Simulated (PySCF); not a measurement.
Simulation results for BClGeHO, AlBGeH₃O, BGeH₃O₂, BGeH₃O and others

All values are calculated (PySCF 2.14.0). Calculation on a computer-drawn molecule: the log of a Hartree-Fock and frozen-core CCSD(T) single point meant for a local Hartree-Fock minimum, with one planted fault or none, to be diagnosed. Offsets are logged minus clean, where the clean run is the same molecule without the fault. The reference is restricted for singlets and unrestricted otherwise, and also for a bond in bohr or an excited solution. Adding or removing an electron swaps singlet and doublet. The excited solution moves the top pair (singlet) or top alpha electron (doublet) to the lowest empty orbital. Highest occupied and lowest empty are orbital energies over both spins, largest force is the largest gradient component, triples share is (T) over the correlation energy, the T1 limit is 0.02 restricted and 0.045 unrestricted, electrons count all cores, a negative frequency is imaginary (commonest isotopes), and the dipole is about the centre of nuclear charge; on germanium a core potential holds 10 electrons, which the energies leave out, and 3d is frozen in MP2 and coupled-cluster steps.

Common to all runs: logged SCF converged yes; possible faults no fault, one electron removed, one electron added, multiplicity raised by two, geometry at a saddle point, SCF held on an excited solution, minimal basis STO-3G, one bond length entered in bohr, all coordinates scaled.

(1) 
```xyz
5
formula=BClGeHO meant_charge=-1 meant_multiplicity=1 meant_basis=aug-cc-pV(D+d)Z meant_basis_and_core_potential_on_germanium=aug-cc-pVDZ-PP_ECP10MDF logged_electrons=64 logged_basis_functions=119 logged_spin_squared=0 logged_highest_occupied=-4.0055 logged_lowest_empty=3.8292 logged_largest_force=1.355e-05 logged_lowest_frequency=96.013 logged_T1_diagnostic=0.017223 logged_D1_diagnostic=0.046217 logged_triples_share=0.036334 logged_CC_converged=yes logged_dipole_magnitude=2.7243 logged_SCF_stable_within_its_kind=yes logged_energy_HF=-853.17162 logged_energy_CCSD(T)=-853.74425 planted_fault=no_fault HF_energy_offset_from_clean_run=0 CCSD(T)_energy_offset_from_clean_run=0
O     -2.7287    -0.2983    -1.1168
B     -2.2888     0.7465    -0.7103
Ge    -1.6918     2.7121    -0.0692
Cl     0.6191     2.3860    -0.5714
H     -1.5624     2.2319     1.4414
```

Units: logged_highest_occupied, logged_lowest_empty in eV; logged_largest_force in hartree/bohr; logged_lowest_frequency in cm⁻¹; logged_dipole_magnitude in debye; logged_energy_HF, logged_energy_CCSD(T) in hartree; HF_energy_offset_from_clean_run, CCSD(T)_energy_offset_from_clean_run in kcal/mol.

Drawn bonds:
```tsv
atom	other atom	order
1	2	2
2	3	1
3	4	1
3	5	1
```

(2) 
```xyz
7
formula=AlBGeH3O meant_charge=1 meant_multiplicity=1 meant_basis=cc-pV(D+d)Z meant_basis_and_core_potential_on_germanium=cc-pVDZ-PP_ECP10MDF logged_electrons=60 logged_basis_functions=89 logged_spin_squared=0.8991 logged_highest_occupied=-14.785 logged_lowest_empty=-5.6576 logged_largest_force=0.0065979 logged_T1_diagnostic=0.036379 logged_D1_diagnostic=0.13471 logged_triples_share=0.038983 logged_CC_converged=yes logged_dipole_magnitude=8.7973 logged_SCF_stable_within_its_kind=yes logged_energy_HF=-636.2756 logged_energy_CCSD(T)=-636.70231 planted_fault=one_bond_length_entered_in_bohr,row_5_of_the_drawn_bonds HF_energy_offset_from_clean_run=60.87 CCSD(T)_energy_offset_from_clean_run=71.04
O     -2.8348    -1.5949     0.8426
B     -2.2771    -1.0548    -0.0447
Ge    -1.1129    -0.1287    -1.4511
Al     1.1642    -0.0485    -0.3176
H     -0.9044    -0.9562    -2.7045
H     -1.8242     2.6096    -1.9052
H      2.5582     0.0060     0.3661
```

Units: logged_highest_occupied, logged_lowest_empty in eV; logged_largest_force in hartree/bohr; logged_dipole_magnitude in debye; logged_energy_HF, logged_energy_CCSD(T) in hartree; HF_energy_offset_from_clean_run, CCSD(T)_energy_offset_from_clean_run in kcal/mol.

Drawn bonds:
```tsv
atom	other atom	order
1	2	2
2	3	1
3	4	1
3	5	1
3	6	1
4	7	1
```

(3) 
```xyz
7
formula=AlBGeH3O meant_charge=1 meant_multiplicity=1 meant_basis=cc-pV(D+d)Z meant_basis_and_core_potential_on_germanium=cc-pVDZ-PP_ECP10MDF logged_electrons=60 logged_basis_functions=89 logged_spin_squared=2.0084 logged_highest_occupied=-12.249 logged_lowest_empty=-8.4117 logged_largest_force=0.042023 logged_T1_diagnostic=0.029912 logged_D1_diagnostic=0.13268 logged_triples_share=0.035431 logged_CC_converged=yes logged_dipole_magnitude=6.257 logged_SCF_stable_within_its_kind=yes logged_energy_HF=-636.22889 logged_energy_CCSD(T)=-636.66416 planted_fault=multiplicity_raised_by_two HF_energy_offset_from_clean_run=90.18 CCSD(T)_energy_offset_from_clean_run=94.99
O     -2.8348    -1.5949     0.8426
B     -2.2771    -1.0548    -0.0447
Ge    -1.1129    -0.1287    -1.4511
Al     1.1642    -0.0485    -0.3176
H     -0.9044    -0.9562    -2.7045
H     -1.4893     1.3204    -1.6914
H      2.5582     0.0060     0.3661
```

Units: logged_highest_occupied, logged_lowest_empty in eV; logged_largest_force in hartree/bohr; logged_dipole_magnitude in debye; logged_energy_HF, logged_energy_CCSD(T) in hartree; HF_energy_offset_from_clean_run, CCSD(T)_energy_offset_from_clean_run in kcal/mol.

Drawn bonds:
```tsv
atom	other atom	order
1	2	2
2	3	1
3	4	1
3	5	1
3	6	1
4	7	1
```

(4) 
```xyz
7
formula=BGeH3O2 meant_charge=0 meant_multiplicity=1 meant_basis=cc-pVDZ meant_basis_and_core_potential_on_germanium=cc-pVDZ-PP_ECP10MDF logged_electrons=56 logged_basis_functions=80 logged_spin_squared=0 logged_highest_occupied=-4.662 logged_lowest_empty=-6.3835 logged_largest_force=0.066673 logged_CC_converged=no logged_dipole_magnitude=5.3555 logged_SCF_stable_within_its_kind=no logged_energy_HF=-468.98507 planted_fault=SCF_held_on_an_excited_solution HF_energy_offset_from_clean_run=390.4
O      1.0366     2.8093     0.3949
B      1.2374     1.6424     0.3305
Ge     1.5734    -0.4024     0.2416
O      0.7017    -1.0692    -1.1525
H      1.0852    -1.0323     1.5432
H      3.0412    -0.6783    -0.0282
H     -0.2423    -1.0063    -1.1226
```

Units: logged_highest_occupied, logged_lowest_empty in eV; logged_largest_force in hartree/bohr; logged_dipole_magnitude in debye; logged_energy_HF in hartree; HF_energy_offset_from_clean_run in kcal/mol.

Drawn bonds:
```tsv
atom	other atom	order
1	2	2
2	3	1
3	4	1
3	5	1
3	6	1
4	7	1
```

Notes: CCSD not converged.

(5) 
```xyz
7
formula=BGeH3O2 meant_charge=0 meant_multiplicity=1 meant_basis=cc-pVDZ meant_basis_and_core_potential_on_germanium=cc-pVDZ-PP_ECP10MDF logged_electrons=56 logged_basis_functions=80 logged_spin_squared=0 logged_highest_occupied=-12.767 logged_lowest_empty=2.1884 logged_largest_force=3.533e-05 logged_lowest_frequency=136.23 logged_T1_diagnostic=0.017749 logged_D1_diagnostic=0.050205 logged_triples_share=0.028376 logged_CC_converged=yes logged_dipole_magnitude=3.0142 logged_SCF_stable_within_its_kind=yes logged_energy_HF=-469.60718 logged_energy_CCSD(T)=-470.19089 planted_fault=no_fault HF_energy_offset_from_clean_run=0 CCSD(T)_energy_offset_from_clean_run=0
O      1.0366     2.8093     0.3949
B      1.2374     1.6424     0.3305
Ge     1.5734    -0.4024     0.2416
O      0.7017    -1.0692    -1.1525
H      1.0852    -1.0323     1.5432
H      3.0412    -0.6783    -0.0282
H     -0.2423    -1.0063    -1.1226
```

Units: logged_highest_occupied, logged_lowest_empty in eV; logged_largest_force in hartree/bohr; logged_lowest_frequency in cm⁻¹; logged_dipole_magnitude in debye; logged_energy_HF, logged_energy_CCSD(T) in hartree; HF_energy_offset_from_clean_run, CCSD(T)_energy_offset_from_clean_run in kcal/mol.

Drawn bonds:
```tsv
atom	other atom	order
1	2	2
2	3	1
3	4	1
3	5	1
3	6	1
4	7	1
```

(6) 
```xyz
6
formula=BGeH3O meant_charge=0 meant_multiplicity=1 meant_basis=cc-pVDZ meant_basis_and_core_potential_on_germanium=cc-pVDZ-PP_ECP10MDF logged_electrons=47 logged_basis_functions=66 logged_spin_squared=0.8428 logged_highest_occupied=-19.657 logged_lowest_empty=-10.844 logged_largest_force=0.10415 logged_T1_diagnostic=0.044071 logged_D1_diagnostic=0.18724 logged_triples_share=0.036963 logged_CC_converged=yes logged_dipole_magnitude=3.1935 logged_SCF_stable_within_its_kind=yes logged_energy_HF=-394.27147 logged_energy_CCSD(T)=-394.66128 planted_fault=one_electron_removed HF_energy_offset_from_clean_run=281.2 CCSD(T)_energy_offset_from_clean_run=287.6
O     -0.9278     0.5791    -0.2320
B      0.1727     0.1659    -0.3906
Ge     2.0884    -0.5537    -0.6668
H      2.0415    -1.6531    -1.7221
H      2.5895    -1.1085     0.6621
H      2.9717     0.5984    -1.1331
```

Units: logged_highest_occupied, logged_lowest_empty in eV; logged_largest_force in hartree/bohr; logged_dipole_magnitude in debye; logged_energy_HF, logged_energy_CCSD(T) in hartree; HF_energy_offset_from_clean_run, CCSD(T)_energy_offset_from_clean_run in kcal/mol.

Drawn bonds:
```tsv
atom	other atom	order
1	2	2
2	3	1
3	4	1
3	5	1
3	6	1
```

(7) 
```xyz
9
formula=CH5GeOSi meant_charge=0 meant_multiplicity=2 meant_basis=cc-pV(D+d)Z meant_basis_and_core_potential_on_germanium=cc-pVDZ-PP_ECP10MDF logged_electrons=65 logged_basis_functions=99 logged_spin_squared=3.7731 logged_highest_occupied=-5.6572 logged_lowest_empty=0.22603 logged_largest_force=0.15968 logged_T1_diagnostic=0.024939 logged_D1_diagnostic=0.14064 logged_triples_share=0.027657 logged_CC_converged=yes logged_dipole_magnitude=1.1313 logged_SCF_stable_within_its_kind=yes logged_energy_HF=-697.79616 logged_energy_CCSD(T)=-698.31426 planted_fault=multiplicity_raised_by_two HF_energy_offset_from_clean_run=80.82 CCSD(T)_energy_offset_from_clean_run=109
O     -0.6665    -3.6341     1.4100
Si    -0.1746    -2.3059     0.9185
C     -1.1999    -0.9819     0.1418
Ge    -1.7477     0.4507     1.4141
H      1.2331    -1.8772     1.0339
H     -0.6321    -0.4927    -0.6554
H     -2.1115    -1.4138    -0.2762
H     -2.6363    -0.1217     2.5251
H     -0.5078     1.1307     2.0163
```

Units: logged_highest_occupied, logged_lowest_empty in eV; logged_largest_force in hartree/bohr; logged_dipole_magnitude in debye; logged_energy_HF, logged_energy_CCSD(T) in hartree; HF_energy_offset_from_clean_run, CCSD(T)_energy_offset_from_clean_run in kcal/mol.

Drawn bonds:
```tsv
atom	other atom	order
1	2	2
2	3	1
3	4	1
2	5	1
3	6	1
3	7	1
4	8	1
4	9	1
```

(8) 
```xyz
6
formula=GeH3OSi meant_charge=-1 meant_multiplicity=1 meant_basis=aug-cc-pV(D+d)Z meant_basis_and_core_potential_on_germanium=aug-cc-pVDZ-PP_ECP10MDF logged_electrons=57 logged_basis_functions=114 logged_spin_squared=0.775 logged_highest_occupied=-10.537 logged_lowest_empty=-1.4189 logged_largest_force=0.039928 logged_T1_diagnostic=0.028421 logged_D1_diagnostic=0.099176 logged_triples_share=0.039264 logged_CC_converged=yes logged_dipole_magnitude=5.3546 logged_SCF_stable_within_its_kind=yes logged_energy_HF=-658.87535 logged_energy_CCSD(T)=-659.31057 planted_fault=one_electron_removed HF_energy_offset_from_clean_run=50.56 CCSD(T)_energy_offset_from_clean_run=68.62
O     -1.0425     2.1645     2.0993
Si    -0.9650     0.7186     1.6029
Ge     0.4067    -1.1894     2.1219
H     -2.1459     0.3132     0.7365
H      1.8078    -0.4606     2.2066
H      0.4712    -1.6196     0.5905
```

Units: logged_highest_occupied, logged_lowest_empty in eV; logged_largest_force in hartree/bohr; logged_dipole_magnitude in debye; logged_energy_HF, logged_energy_CCSD(T) in hartree; HF_energy_offset_from_clean_run, CCSD(T)_energy_offset_from_clean_run in kcal/mol.

Drawn bonds:
```tsv
atom	other atom	order
1	2	2
2	3	1
2	4	1
3	5	1
3	6	1
```
